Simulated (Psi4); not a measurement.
Br3In, triplet, at a GFN2-xTB geometry (such geometries of metal compounds can be far from the true shape) (a higher spin typed on purpose: for a closed-shell molecule this is an excited state) (core potentials on In); PBE/def2-SV(P) in Psi4.

Psi4 was given this input:
```
memory 2 GB

molecule {
0 3
In   -0.31221422    0.34829714    0.72257890
Br   -1.81727600   -1.60136639   -0.49182942
Br    0.13534756    2.03252745   -1.39974133
Br    2.11902836   -0.91877705    0.87996029
}

set {
  basis def2-sv(p)
  reference uks
  diis_max_vecs 3
}

energy('pbe')
print_variables()
```

It wrote (shortened):

```
   => Loading Basis Set <=

    Name: DEF2-SV(P)
    Role: ORBITAL
    Keyword: BASIS

    !!!  WARNING: ECP capability is in beta. Please check occupations closely.  !!!

         ---------------------------------------------------------
                                   SCF
               by Justin Turney, Rob Parrish, Andy Simmonett
                          and Daniel G. A. Smith
                              UKS Reference
         ---------------------------------------------------------

  ==> Geometry <==

    Molecular point group: c1
    Full point group: C1

    Geometry (in Angstrom), charge = 0, multiplicity = 3:

       Center              X                  Y                   Z               Mass
    ------------   -----------------  -----------------  -----------------  -----------------
         IN          -0.308291595353     0.343921169218     0.713500493037   114.903878776000
         BR          -1.813353375353    -1.605742360782    -0.500907826963    78.918337600000
         BR           0.139270184647     2.028151479218    -1.408819736963    78.918337600000
         BR           2.122950984647    -0.923153020782     0.870881883037    78.918337600000

  Running in c1 symmetry.

  Rotational constants: A =      0.02038  B =      0.02038  C =      0.01197 [cm^-1]
  Rotational constants: A =    610.85329  B =    610.85329  C =    358.91384 [MHz]
  Nuclear repulsion =  885.301634634186257

  Charge       = 0
  Multiplicity = 3
  Electrons    = 126
  Nalpha       = 64
  Nbeta        = 62

  ==> Algorithm <==

  SCF Algorithm Type is DF.
  DIIS enabled.
  MOM disabled.
  Fractional occupation disabled.
  Guess Type is SAD.
  Energy threshold   = 1.00e-06
  Density threshold  = 1.00e-06
  Integral threshold = 1.00e-12

  ==> Primary Basis <==

  Basis Set: DEF2-SV(P)
    Blend: DEF2-SV(P)
    Number of shells: 46
    Number of basis functions: 122
    Number of Cartesian functions: 133
    Spherical Harmonics?: true
    Max angular momentum: 2

  Core potential: DEF2-SV(P)
    Number of shells: 4
    Number of ECP primitives: 18
    Number of ECP core electrons: 28
    Max angular momentum: 3

  ==> DFT Potential <==

   => LibXC <=

    Version 7.1.2
    S. Lehtola, C. Steigemann, M. J. T. Oliveira, and M. A. L. Marques,  SoftwareX 7, 1–5 (2018) (10.1016/j.softx.2017.11.002)

   => Composite Functional: PBE <=

    PBE GGA Exchange-Correlation Functional

    J.P. Perdew et. al., Phys. Rev. Lett., 77(18), 3865-3868, 1996

    Deriv               =              1
    GGA                 =           TRUE
    Meta                =          FALSE

    Exchange Hybrid     =          FALSE
    MP2 Hybrid          =          FALSE

   => Exchange Functionals <=

    1.0000     XC_GGA_X_PBE

   => Correlation Functionals <=

    1.0000     XC_GGA_C_PBE

   => LibXC Density Thresholds  <==

    XC_GGA_C_PBE:  1.00E-12
    XC_GGA_X_PBE:  1.00E-15

   => Molecular Quadrature <=

    Radial Scheme          =       TREUTLER
    Pruning Scheme         =           NONE
    Nuclear Scheme         =       TREUTLER

    Blocking Scheme        =         OCTREE
    BS radius alpha        =              1
    Pruning alpha          =              1
    Radial Points          =             75
    Spherical Points       =            302
    Total Points           =          85186
    Total Blocks           =            742
    Max Points             =            256
    Max Functions          =             96
    Weights Tolerance      =       1.00E-15

   => Loading Basis Set <=

    Name: (DEF2-SV(P) AUX)
    Role: JKFIT
    Keyword: DF_BASIS_SCF

  ==> Integral Setup <==

  SCF_SUBTYPE=INCORE selected. In-core MEM_DF algorithm will be used.
  Using in-core AOs.

  ==> MemDFJK: Density-Fitted J/K Matrices <==

    J tasked:                   Yes
    K tasked:                    No
    wK tasked:                   No
    Algorithm:                 Core
    Schwarz Cutoff:           1E-12
    Mask sparsity (%):      17.0787
    Fitting Condition:        1E-10

   => Auxiliary Basis Set <=

  Basis Set: (DEF2-SV(P) AUX)
    Blend: DEF2-UNIVERSAL-JKFIT
    Number of shells: 226
    Number of basis functions: 1016
    Number of Cartesian functions: 1422
    Spherical Harmonics?: true
    Max angular momentum: 5

  Minimum eigenvalue in the overlap matrix is 2.1674981102E-02.
  Reciprocal condition number of the overlap matrix is 6.5745979839E-03.
    Using symmetric orthogonalization.

  ==> Pre-Iterations <==

  SCF Guess: Superposition of Atomic Densities via on-the-fly atomic UHF (no occupation information).

   -------------------------
    Irrep   Nso     Nmo
   -------------------------
     A        122     122
   -------------------------
    Total     122     122
   -------------------------

  ==> Iterations <==

                           Total Energy        Delta E     RMS |[F,P]|

   @DF-UKS iter SAD: -7905.48021422073907   -7.90548e+03   0.00000e+00
   @DF-UKS iter   1: -7909.57928301137326   -4.09907e+00   2.02673e-02 DIIS/ADIIS
   @DF-UKS iter   2: -7908.54240543205105    1.03688e+00   2.29041e-02 DIIS/ADIIS
   @DF-UKS iter   3: -7910.22832078144438   -1.68592e+00   5.46553e-03 DIIS/ADIIS
   @DF-UKS iter   4: -7910.51721527022892   -2.88894e-01   2.07891e-03 DIIS/ADIIS
   @DF-UKS iter   5: -7909.92930884716679    5.87906e-01   6.10593e-03 DIIS/ADIIS
   @DF-UKS iter   6: -7910.47524908068135   -5.45940e-01   2.22585e-03 DIIS/ADIIS
   @DF-UKS iter   7: -7910.49839731454358   -2.31482e-02   2.38884e-03 DIIS/ADIIS
   @DF-UKS iter   8: -7910.35557798251557    1.42819e-01   3.47383e-03 DIIS/ADIIS
   @DF-UKS iter   9: -7910.53285171581683   -1.77274e-01   1.47287e-03 DIIS/ADIIS
   @DF-UKS iter  10: -7909.87909926334669    6.53752e-01   5.97784e-03 DIIS/ADIIS
   @DF-UKS iter  11: -7910.45218309751908   -5.73084e-01   2.47920e-03 DIIS/ADIIS
   @DF-UKS iter  12: -7910.43039890270120    2.17842e-02   2.83657e-03 DIIS/ADIIS
[...]
   @DF-UKS iter  46: -7910.39373663085371   -2.28586e+00   3.68963e-03 DIIS/ADIIS
   @DF-UKS iter  47: -7910.20959880403552    1.84138e-01   4.63612e-03 DIIS/ADIIS
   @DF-UKS iter  48: -7908.63612456818919    1.57347e+00   1.16148e-02 DIIS/ADIIS
   @DF-UKS iter  49: -7910.36873881278916   -1.73261e+00   3.60719e-03 DIIS/ADIIS
   @DF-UKS iter  50: -7909.49368394386329    8.75055e-01   8.15636e-03 DIIS/ADIIS
   @DF-UKS iter  51: -7909.11646959814880    3.77214e-01   9.83484e-03 DIIS/ADIIS
   @DF-UKS iter  52: -7910.42684234573790   -1.31037e+00   3.05348e-03 DIIS/ADIIS
   @DF-UKS iter  53: -7908.39570894187091    2.03113e+00   1.22625e-02 DIIS/ADIIS
   @DF-UKS iter  54: -7910.20177752864129   -1.80607e+00   4.82859e-03 DIIS/ADIIS
   @DF-UKS iter  55: -7910.34569254458893   -1.43915e-01   3.71507e-03 DIIS/ADIIS
   @DF-UKS iter  56: -7908.99721064834193    1.34848e+00   1.03304e-02 DIIS/ADIIS
   @DF-UKS iter  57: -7910.38525375411882   -1.38804e+00   3.47803e-03 DIIS/ADIIS
   @DF-UKS iter  58: -7909.50567252802102    8.79581e-01   8.08669e-03 DIIS/ADIIS
   @DF-UKS iter  59: -7908.41827939589621    1.08739e+00   1.22101e-02 DIIS/ADIIS
   @DF-UKS iter  60: -7910.37954848933077   -1.96127e+00   3.57993e-03 DIIS/ADIIS
   @DF-UKS iter  61: -7908.45274646541202    1.92680e+00   1.21275e-02 DIIS/ADIIS
   @DF-UKS iter  62: -7909.89924332246756   -1.44650e+00   6.25896e-03 DIIS/ADIIS
   @DF-UKS iter  63: -7910.34285532077411   -4.43612e-01   3.77719e-03 DIIS/ADIIS
   @DF-UKS iter  64: -7908.40391440812800    1.93894e+00   1.22429e-02 DIIS/ADIIS
   @DF-UKS iter  65: -7910.36132986405028   -1.95742e+00   3.77461e-03 DIIS/ADIIS
   @DF-UKS iter  66: -7909.56345337200582    7.97876e-01   7.77723e-03 DIIS/ADIIS
   @DF-UKS iter  67: -7908.28864281636470    1.27481e+00   1.25520e-02 DIIS/ADIIS
   @DF-UKS iter  68: -7910.36303038259121   -2.07439e+00   3.77445e-03 DIIS/ADIIS
   @DF-UKS iter  69: -7908.23750170832682    2.12553e+00   1.26772e-02 DIIS/ADIIS
   @DF-UKS iter  70: -7909.66883666971535   -1.43133e+00   7.30852e-03 DIIS/ADIIS
   @DF-UKS iter  71: -7910.34610371670442   -6.77267e-01   3.77406e-03 DIIS/ADIIS
   @DF-UKS iter  72: -7908.44046815931051    1.90564e+00   1.21642e-02 DIIS/ADIIS
   @DF-UKS iter  73: -7910.37479580793297   -1.93433e+00   3.77972e-03 DIIS/ADIIS
   @DF-UKS iter  74: -7909.74765803143146    6.27138e-01   6.81836e-03 DIIS/ADIIS
   @DF-UKS iter  75: -7907.98890031957581    1.75876e+00   1.32031e-02 DIIS/ADIIS
   @DF-UKS iter  76: -7910.35275475955223   -2.36385e+00   3.82430e-03 DIIS/ADIIS
   @DF-UKS iter  77: -7908.95719051549349    1.39556e+00   1.05163e-02 DIIS/ADIIS
   @DF-UKS iter  78: -7909.41742490759498   -4.60234e-01   8.52336e-03 DIIS/ADIIS
   @DF-UKS iter  79: -7910.40408385855790   -9.86659e-01   3.28044e-03 DIIS/ADIIS
   @DF-UKS iter  80: -7908.05001791479481    2.35407e+00   1.30680e-02 DIIS/ADIIS
   @DF-UKS iter  81: -7910.39123970148648   -2.34122e+00   3.67298e-03 DIIS/ADIIS
   @DF-UKS iter  82: -7910.27867296582190    1.12567e-01   4.17006e-03 DIIS/ADIIS
   @DF-UKS iter  83: -7908.93278093235222    1.34589e+00   1.06073e-02 DIIS/ADIIS
   @DF-UKS iter  84: -7910.38452528896323   -1.45174e+00   3.42137e-03 DIIS/ADIIS
   @DF-UKS iter  85: -7909.54561151683811    8.38914e-01   7.88586e-03 DIIS/ADIIS
   @DF-UKS iter  86: -7909.17385164856478    3.71760e-01   9.59497e-03 DIIS/ADIIS
   @DF-UKS iter  87: -7910.43300813103997   -1.25916e+00   2.97141e-03 DIIS/ADIIS
   @DF-UKS iter  88: -7908.60259475036582    1.83041e+00   1.16780e-02 DIIS/ADIIS
   @DF-UKS iter  89: -7910.25058587214062   -1.64799e+00   4.50507e-03 DIIS/ADIIS
   @DF-UKS iter  90: -7910.35626870640044   -1.05683e-01   3.60317e-03 DIIS/ADIIS
   @DF-UKS iter  91: -7909.05530962330158    1.30096e+00   1.01023e-02 DIIS/ADIIS
   @DF-UKS iter  92: -7910.39047694341207   -1.33517e+00   3.39539e-03 DIIS/ADIIS
   @DF-UKS iter  93: -7909.51169944181765    8.78778e-01   8.05647e-03 DIIS/ADIIS
   @DF-UKS iter  94: -7908.60440291566374    9.07297e-01   1.16839e-02 DIIS/ADIIS
   @DF-UKS iter  95: -7910.38718160713688   -1.78278e+00   3.50981e-03 DIIS/ADIIS
   @DF-UKS iter  96: -7908.31911783727173    2.06806e+00   1.24647e-02 DIIS/ADIIS
   @DF-UKS iter  97: -7909.96735462773722   -1.64824e+00   6.00329e-03 DIIS/ADIIS
   @DF-UKS iter  98: -7910.33793896356292   -3.70584e-01   3.81514e-03 DIIS/ADIIS
   @DF-UKS iter  99: -7908.56563742337948    1.77230e+00   1.17967e-02 DIIS/ADIIS
   @DF-UKS iter 100: -7910.36588994252543   -1.80025e+00   3.73002e-03 DIIS/ADIIS

PsiException: Could not converge SCF iterations in 100 iterations.

  Failed to converge.

Traceback (most recent call last):
  File "psi4", line 375, in <module>
  File "<string>", line 26, in <module>
  File "site-packages/psi4/driver/driver.py", line 533, in energy
  File "site-packages/psi4/driver/procrouting/proc.py", line 2760, in run_scf
  File "site-packages/psi4/driver/procrouting/proc.py", line 2047, in scf_helper
  File "site-packages/psi4/driver/procrouting/scf_proc/scf_iterator.py", line 93, in scf_compute_energy
  File "site-packages/psi4/driver/procrouting/scf_proc/scf_iterator.py", line 86, in scf_compute_energy
  File "site-packages/psi4/driver/procrouting/scf_proc/scf_iterator.py", line 609, in scf_iterate

psi4.driver.p4util.exceptions.SCFConvergenceError: Could not converge SCF iterations in 100 iterations.

Printing out the relevant lines from the Psithon --> Python processed input file:
    """)
    core.IO.set_default_namespace("")
    core.set_global_option("BASIS", "def2-sv(p)")
    core.set_global_option("REFERENCE", "uks")
    core.set_global_option("DIIS_MAX_VECS", 3)
--> energy('pbe')
    print_variables()

!-------------------------------------------------------!
!                                                       !
!  Could not converge SCF iterations in 100 iterations. !
!                                                       !
!-------------------------------------------------------!
```

The run did not converge; its last values are not results.
